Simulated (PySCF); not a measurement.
Level of theory: B3LYP-D3(BJ)/def2-TZVP // B3LYP-D3(BJ)/def2-SVP run with PySCF 2.14.0. Isolated molecules, 0 K electronic values unless said otherwise. One relaxed conformer stands for a flexible species; it need not be the lowest. B3LYP has the VWN-RPA correlation part, as in Gaussian. Delta-SCF ions had no search for a lower state. 

Reference species (SMILES): `Bc1cc(F)cc2cccnc12` (neutral, multiplicity 1).

* **HOMO**: -6.97 eV
* **vertical ionisation energy (Delta-SCF)**: 8.76 eV
* **LUMO**: -2.66 eV

Changed species: `Bc1cc2cccnc2cc1F`.

Task: Give the shifts of the HOMO, vertical ionisation energy (Delta-SCF) and LUMO.

Result: the HOMO rises by 0.06 eV, to -6.91 eV; the vertical ionisation energy (Delta-SCF) drops by 0.06 eV, to 8.70 eV; the LUMO drops by 0.08 eV, to -2.74 eV.
